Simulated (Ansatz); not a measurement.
C3H9B2N, SMILES `BN(B)CC=C`, relaxed with RKS PBE-D4/def2-SVP in Ansatz 0.2.0 from a rough embedded geometry. The force threshold is 0.03 eV/Å; the program also tests the step.

The species carries charge 0 and has multiplicity 1.

Start:

```xyz
15

B     0.008   -1.613    0.784
N     0.637   -0.331    0.410
B     2.105   -0.642    0.162
C     0.048    0.309   -0.753
C    -1.331    0.827   -0.538
C    -1.520    1.818    0.338
H    -0.058   -2.539    0.022
H    -0.620   -1.740    1.835
H     2.948   -0.131    0.906
H     2.486   -1.345   -0.678
H     0.688    1.079   -1.172
H    -0.010   -0.493   -1.603
H    -2.220    0.355   -1.066
H    -0.668    2.234    0.853
H    -2.492    2.212    0.500
```

(1) How much energy does the relaxation release, and in how many steps? (An estimate is asked.)

(2) Which bonds change most? (Estimate.)

(3) Give the relaxed structure. (An estimate is asked.)

Answers

(1) The calculation gave: 269.03 kJ/mol, in 19 steps, 1 of them rejected.

(2) Ansatz gave: N2–B3 from 1.521 to 1.433 Å; C4–H12 from 1.170 to 1.112 Å; B3–H10 from 1.160 to 1.218 Å; B1–N2 from 1.476 to 1.433 Å.

(3) Ansatz gave: 
```xyz
15

B     0.013   -1.659    0.924
N     0.609   -0.668    0.078
B     1.894   -0.106    0.375
C    -0.131   -0.191   -1.099
C    -1.063    0.957   -0.815
C    -1.261    1.551    0.374
H    -1.068   -2.126    0.614
H     0.604   -2.016    1.921
H     2.481   -0.473    1.370
H     2.369    0.716   -0.387
H     0.590    0.117   -1.887
H    -0.718   -1.032   -1.530
H    -1.622    1.316   -1.698
H    -0.727    1.230    1.283
H    -1.969    2.386    0.479
```
